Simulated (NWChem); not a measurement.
System: tert-butyl chloride (C4H9Cl); SMILES CC(C)(C)Cl

Parts of the log:

```
             Northwest Computational Chemistry Package (NWChem) 7.3.0
             --------------------------------------------------------

 C3V symmetry detected

                             Geometry "geometry" -> ""
                             -------------------------

 Output coordinates in angstroms (scale by  1.889725989 to convert to a.u.)

  No.       Tag          Charge          X              Y              Z
 ---- ---------------- ---------- -------------- -------------- --------------
    1 C                    6.0000     1.03356818     1.03356818    -0.81738058
    2 C                    6.0000     0.00000000     0.00000000    -0.36959458
    3 C                    6.0000     0.37831221    -1.41188039    -0.81738058
    4 C                    6.0000    -1.41188039     0.37831221    -0.81738058
    5 Cl                  17.0000    -0.00000000    -0.00000000     1.49344542
    6 H                    1.0000     1.06446795     1.06446795    -1.91423158
    7 H                    1.0000     0.77669980     2.03241033    -0.45257658
    8 H                    1.0000     2.03241033     0.77669980    -0.45257658
    9 H                    1.0000     1.37176908    -1.68884693    -0.45257658
   10 H                    1.0000    -0.34356340    -2.14846888    -0.45257658
   11 H                    1.0000     0.38962231    -1.45409026    -1.91423158
   12 H                    1.0000    -1.45409026     0.38962231    -1.91423158
   13 H                    1.0000    -1.68884693     1.37176908    -0.45257658
   14 H                    1.0000    -2.14846888    -0.34356340    -0.45257658

 Effective nuclear repulsion energy (a.u.)     239.2804015564

      Symmetry information
      --------------------

 Group name             C3v
 Group number             17
 Group order               6
 No. of unique centers     5

                                 NWChem DFT Module
                                 -----------------

 Summary of "ao basis" -> "ao basis" (spherical)
 ------------------------------------------------------------------------------
       Tag                 Description            Shells   Functions and Types
 ---------------- ------------------------------  ------  ---------------------
 C                          def2-svp                 6       14   3s2p1d
 Cl                         def2-svp                 8       18   4s3p1d
 H                          def2-svp                 3        5   2s1p

      Symmetry analysis of basis
      --------------------------

        a1         33
        a2         10
        e          76

  Rotation of axis

            General Information
            -------------------
          SCF calculation type: DFT
          Wavefunction type:  closed shell.
          No. of atoms     :    14
          No. of electrons :    50
           Alpha electrons :    25
            Beta electrons :    25
          Charge           :     0
          Spin multiplicity:     1
          Use of symmetry is: on ; symmetry adaption is: on
          Maximum number of iterations: 200
          AO basis - number of functions:   119
                     number of shells:    59
          Convergence on energy requested:  1.00D-06
          Convergence on density requested:  1.00D-05
          Convergence on gradient requested:  5.00D-04

              XC Information
              --------------
                         B3LYP Method XC Potential
                     Hartree-Fock (Exact) Exchange  0.200
                        Slater Exchange Functional  0.800 local
                    Becke 1988 Exchange Functional  0.720 non-local
              Lee-Yang-Parr Correlation Functional  0.810
                  VWN I RPA Correlation Functional  0.190 local

             Grid Information
             ----------------
          Grid used for XC integration:  medium
          Radial quadrature: Mura-Knowles
          Angular quadrature: Lebedev.
          Tag              B.-S. Rad. Rad. Pts. Rad. Cut. Ang. Pts.
          ---              ---------- --------- --------- ---------
          C                   0.70       49          10.0       434
          Cl                  1.00       88          10.0       590
          H                   0.35       45          11.0       434
          Grid pruning is: on
          Number of quadrature shells:   276
          Spatial weights used:  Erf1

      Superposition of Atomic Density Guess
      -------------------------------------

 Sum of atomic energies:        -614.31627238

      Non-variational initial energy
      ------------------------------

 Total energy =    -617.380798
 1-e energy   =   -1316.331249
 2-e energy   =     459.670050
 HOMO         =      -0.377048
 LUMO         =       0.057020

      Symmetry analysis of molecular orbitals - initial
      -------------------------------------------------

  Numbering of irreducible representations:

     1 a1          2 a2          3 e

  Orbital symmetries:

     1 a1          2 a1          3 e           4 e           5 a1
     6 a1          7 a1          8 e           9 e          10 a1
    11 e          12 e          13 a1         14 a1         15 a1
    16 e          17 e          18 e          19 e          20 a2
    21 a1         22 e          23 e          24 e          25 e
    26 a1         27 a1         28 e          29 e          30 e
    31 e          32 a1         33 e          34 e          35 a1

 ----------------------------------------------
         Quadratically convergent ROKS

 Convergence threshold     :          5.000E-04
 Maximum no. of iterations :          200
 Final Fock-matrix accuracy:          1.000E-08
 ----------------------------------------------

              iter       energy          gnorm     gmax       time
             ----- ------------------- --------- --------- --------
                 1     -617.7483658338  1.04D+00  1.81D-01      1.5
                 2     -617.8011666361  4.74D-01  7.61D-02      3.2
                 3     -617.8138554839  1.88D-02  3.35D-03      6.6
                 4     -617.8138857542  3.74D-04  8.53D-05     10.9

         Total DFT energy =     -617.813885754236
      One electron energy =    -1321.439915280029
           Coulomb energy =      507.369218458243
    Exchange-Corr. energy =      -43.023590488833
 Nuclear repulsion energy =      239.280401556384

 Numeric. integr. density =       49.999966575937

                       DFT Final Molecular Orbital Analysis
                       ------------------------------------

 Vector   23  Occ=2.000000D+00  E=-3.454678D-01  Symmetry=a1
              MO Center= -1.3D-17, -5.3D-17,  1.3D-01, r^2= 3.9D+00
   Bfn.  Coefficient  Atom+Function         Bfn.  Coefficient  Atom+Function
  ----- ------------  ---------------      ----- ------------  ---------------
    69      0.414054   5 Cl pz               66      0.342095   5 Cl pz
    20     -0.273776   2 C  pz               63      0.197102   5 Cl pz
    75     -0.159864   6 H  s               100     -0.159864  11 H  s
   105     -0.159864  12 H  s                 6      0.156031   1 C  pz
    34      0.156031   3 C  pz               48      0.156031   4 C  pz

 Vector   24  Occ=2.000000D+00  E=-2.816246D-01  Symmetry=e
              MO Center= -4.8D-02, -2.1D-02,  1.2D+00, r^2= 1.9D+00
   Bfn.  Coefficient  Atom+Function         Bfn.  Coefficient  Atom+Function
  ----- ------------  ---------------      ----- ------------  ---------------
    67      0.523561   5 Cl px               64      0.380336   5 Cl px
    68     -0.354636   5 Cl py               65     -0.257622   5 Cl py
    61      0.221171   5 Cl px

 Vector   25  Occ=2.000000D+00  E=-2.816246D-01  Symmetry=e
              MO Center=  4.8D-02,  2.1D-02,  1.2D+00, r^2= 1.9D+00
   Bfn.  Coefficient  Atom+Function         Bfn.  Coefficient  Atom+Function
  ----- ------------  ---------------      ----- ------------  ---------------
    68      0.523561   5 Cl py               65      0.380336   5 Cl py
    67      0.354636   5 Cl px               64      0.257622   5 Cl px
    62      0.221171   5 Cl py

 Vector   26  Occ=0.000000D+00  E= 2.618867D-02  Symmetry=a1
              MO Center= -3.4D-15,  9.2D-16,  2.7D-01, r^2= 3.8D+00
   Bfn.  Coefficient  Atom+Function         Bfn.  Coefficient  Atom+Function
  ----- ------------  ---------------      ----- ------------  ---------------
    17      0.885257   2 C  s                69      0.764931   5 Cl pz
    23      0.663203   2 C  pz               60     -0.546192   5 Cl s
    20      0.464964   2 C  pz               81     -0.307980   7 H  s
    86     -0.307980   8 H  s                91     -0.307980   9 H  s
    96     -0.307980  10 H  s               111     -0.307980  13 H  s

 Vector   27  Occ=0.000000D+00  E= 4.786866D-02  Symmetry=a1
              MO Center= -9.1D-14, -3.7D-14, -1.4D+00, r^2= 6.8D+00
   Bfn.  Coefficient  Atom+Function         Bfn.  Coefficient  Atom+Function
  ----- ------------  ---------------      ----- ------------  ---------------
     3      1.239579   1 C  s                31      1.239579   3 C  s
    45      1.239579   4 C  s                76     -0.813154   6 H  s
   101     -0.813154  11 H  s               106     -0.813154  12 H  s
    81     -0.492854   7 H  s                86     -0.492854   8 H  s
    91     -0.492854   9 H  s                96     -0.492854  10 H  s

 Vector   28  Occ=0.000000D+00  E= 1.073694D-01  Symmetry=e
              MO Center= -3.9D-03,  1.5D-02, -6.9D-01, r^2= 8.6D+00
   Bfn.  Coefficient  Atom+Function         Bfn.  Coefficient  Atom+Function
  ----- ------------  ---------------      ----- ------------  ---------------
    31      2.169489   3 C  s                45     -1.096384   4 C  s
     3     -1.073105   1 C  s               111      1.022118  13 H  s
    81      1.015576   7 H  s                91     -0.970496   9 H  s
    96     -0.962834  10 H  s               101     -0.886662  11 H  s
    50     -0.468337   4 C  py              106      0.448088  12 H  s

            General Information
            -------------------
          SCF calculation type: DFT
          Wavefunction type:  closed shell.
          No. of atoms     :    14
          No. of electrons :    50
           Alpha electrons :    25
            Beta electrons :    25
          Charge           :     0
          Spin multiplicity:     1
          Use of symmetry is: on ; symmetry adaption is: on
          Maximum number of iterations: 200
          AO basis - number of functions:   119
                     number of shells:    59
          Convergence on energy requested:  1.00D-06
          Convergence on density requested:  1.00D-05
          Convergence on gradient requested:  5.00D-04

              XC Information
              --------------
                         B3LYP Method XC Potential
                     Hartree-Fock (Exact) Exchange  0.200
                        Slater Exchange Functional  0.800 local
                    Becke 1988 Exchange Functional  0.720 non-local
              Lee-Yang-Parr Correlation Functional  0.810
                  VWN I RPA Correlation Functional  0.190 local

             Grid Information
             ----------------
          Grid used for XC integration:  medium
          Radial quadrature: Mura-Knowles
          Angular quadrature: Lebedev.
          Tag              B.-S. Rad. Rad. Pts. Rad. Cut. Ang. Pts.
          ---              ---------- --------- --------- ---------
          C                   0.70       49          10.0       434
          Cl                  1.00       88          10.0       590
          H                   0.35       45          11.0       434
          Grid pruning is: on
          Number of quadrature shells:   276
          Spatial weights used:  Erf1

          Convergence Information
          -----------------------
          Convergence aids based upon iterative change in
          total energy or number of iterations.
          Levelshifting, if invoked, occurs when the
          HOMO/LUMO gap drops below (HL_TOL):  1.00D-02
          DIIS, if invoked, will attempt to extrapolate
          using up to (NFOCK): 10 stored Fock matrices.

                    Damping( 0%)  Levelshifting(0.5)       DIIS
                  --------------- ------------------- ---------------
          dE  on:    start            ASAP                start
          dE off:    2 iters        200 iters           200 iters

                            NWChem DFT Gradient Module
                            --------------------------

  charge          =   0.00
  wavefunction    = closed shell

  Rotation of axis
  Using symmetry

                         DFT ENERGY GRADIENTS

    atom               coordinates                        gradient
                 x          y          z           x          y          z
   1 C       1.953161   1.953161  -1.544625    0.003417   0.003417  -0.000821
   2 C       0.000000   0.000000  -0.698432    0.000000   0.000000  -0.001705
   3 C       0.714906  -2.668067  -1.544625    0.001251  -0.004668  -0.000821
   4 C      -2.668067   0.714906  -1.544625   -0.004668   0.001251  -0.000821
   5 Cl     -0.000000  -0.000000   2.822203    0.000000   0.000000   0.002154
   6 H       2.011553   2.011553  -3.617373   -0.000300  -0.000300   0.003753
   7 H       1.467750   3.840699  -0.855246    0.000921  -0.003481  -0.001541
   8 H       3.840699   1.467750  -0.855246   -0.003481   0.000921  -0.001541
   9 H       2.592268  -3.191458  -0.855246   -0.003475   0.000943  -0.001541
  10 H      -0.649241  -4.060017  -0.855246    0.002538   0.002554  -0.001541
  11 H       0.736279  -2.747832  -3.617373   -0.000110   0.000410   0.003753
  12 H      -2.747832   0.736279  -3.617373    0.000410  -0.000110   0.003753
  13 H      -3.191458   2.592268  -0.855246    0.000943  -0.003475  -0.001541
  14 H      -4.060017  -0.649241  -0.855246    0.002554   0.002538  -0.001541
```

Level: B3LYP/def2-SVP. All runs use the structure optimised with B3LYP/6-31G* (spherical d).

Question: Write an input that gives this output.

Answer: One answer among several that fit: the input that was run:
```
start job
memory heap 200 mb stack 900 mb global 1100 mb
geometry units angstroms noautoz
  C     -0.307499     1.428975    -0.802945
  C      0.000000     0.000000    -0.355159
  C      1.391279    -0.448186    -0.802945
  C     -1.083779    -0.980790    -0.802945
  Cl     0.000000     0.000000     1.507881
  H     -0.317385     1.471547    -1.899796
  H     -1.285570     1.755445    -0.437551
  H      0.450645     2.128509    -0.438731
  H      2.163045     0.235614    -0.437551
  H      1.618021    -1.454524    -0.438731
  H      1.433090    -0.460910    -1.899796
  H     -1.115705    -1.010637    -1.899796
  H     -2.068665    -0.673985    -0.438731
  H     -0.877475    -1.991059    -0.437551
end
basis spherical
  * library def2-svp
end
dft
  xc b3lyp
  iterations 200
  cgmin
end
task dft gradient
```
